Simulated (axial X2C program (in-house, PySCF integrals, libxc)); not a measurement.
Levels of SbS by electron attachment to SbS⁺ (EOM-EA-CCSD)

Calculated with an in-house all-electron X2C program for linear molecules (integrals from PySCF): two-component X2C with atomic mean-field Coulomb and Gaunt terms, Gaussian nuclei, basis Sb dyall-acv3z, S dyall-av3z with contracted cores.

R = 2.212 Å (near the PBE0 minimum at charge 0 of the determinant lowest at the starting distance; the state shown can have its own minimum elsewhere).

Hartree–Fock spinors of SbS⁺ (one of each Kramers pair; a window near the gap, which can cut inner shells):

```csv
ω,occupied,ε (eV),character
1/2,yes,-31.88,"60% S s, 15% Sb s, 10% Sb p"
1/2,yes,-24.01,"51% Sb s, 22% S p, 14% S s"
1/2,yes,-17.63,"45% S p, 39% Sb p, 10% Sb s"
3/2,yes,-16.63,"69% S p, 19% Sb p, 6% Sb d"
1/2,yes,-16.45,"60% S p, 29% Sb p, 4% Sb d"
1/2,no,-7.06,"54% Sb p, 23% S p, 10% Sb d"
3/2,no,-6.73,"63% Sb p, 15% S p, 9% S d"
1/2,no,-3.17,"49% Sb p, 26% Sb d, 10% S p"
1/2,no,-2.73,"77% Sb s, 8% S s, 6% Sb d"
1/2,no,-1.92,"87% Sb p, 10% S p"
3/2,no,-1.87,"87% Sb p, 10% S p"
```

Levels of SbS obtained by attaching an electron to SbS⁺:

| Ω | binding energy (eV) | above lowest (cm⁻¹) | attached spinor | one-particle weight |
| --- | --- | --- | --- | --- |
| 1/2 | 7.487 | 0 | 53% Sb pπ, 23% S pπ, 9% Sb dπ | 0.95 |
| 3/2 | 7.256 | 1862 | 63% Sb pπ, 15% S pπ, 9% S dπ | 0.95 |
| 1/2 | 3.983 | 28261 | 41% Sb pσ, 28% Sb dσ, 13% S pσ | 0.96 |
| 1/2 | 3.070 | 35626 | 76% Sb sσ, 8% S sσ, 6% S dσ | 0.98 |

Problem. What is the splitting of the first π pair in the table, and is it regular or inverted?

Solution. E(3/2) − E(1/2) = 1862 − 0 = 1862 cm⁻¹ at EOM-EA-CCSD: regular, Ω = 1/2 lower. Splittings at this level can be off by ten to twenty per cent.

This point took 10 s on 1 thread of Arm Neoverse V2, on a shared host.

Reference electrons by ω block (each with its −ω partner): 1/2: 22, 3/2: 9, 5/2: 2. 10 electrons of SbS⁺ correlated (inner shells frozen), 92 natural virtual spinors (a truncated set); levels can be off by some tenths of an eV. Roots sought by Ω: (1/2: 5, 3/2: 4, 5/2: 2, 7/2: 1); the list ends where they run out and leaves out roots under 60 % one-particle weight. The solver can skip a root, and states that need a further excitation, which the method places far too high, are missing though they may lie low or lowest. T1 of the reference 0.034 (Lee–Taylor). The reference was not checked to be the lowest state of its species. Number of frozen shells: Sb 4 s, 3 p, 2 d; S 2 s, 1 p. Large amplitudes in the reference (orbital relaxation or multireference character) lower the reliability.
